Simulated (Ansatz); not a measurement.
Ansatz results at the PBE0-D4/def2-TZVP geometry: HOMO–LUMO gap (PBE/def2-TZVPP) 2.97 eV; HOMO–LUMO gap (PBE0/def2-TZVPP) 5.55 eV; size of the dipole moment (PBE/def2-TZVPP) 1.61 D.

Each molecule was computed in one conformer, which needn't be the lowest.

(1) Which molecule gave them?
A. `C[N]([GeH2][GaH2])[GeH]([OH])[SnH3]`
B. `C[CH2][Ge][OH]`
C. `[CH3][GeH2][CH]=O`
D. `O=C1CBC1`

## Answers

(1) C. The others give `C[CH2][Ge][OH]`: 2.78, 4.65, 2.12; `O=C1CBC1`: 2.83, 5.35, 2.82; `C[N]([GeH2][GaH2])[GeH]([OH])[SnH3]`: 3.52, 5.52, 3.61.
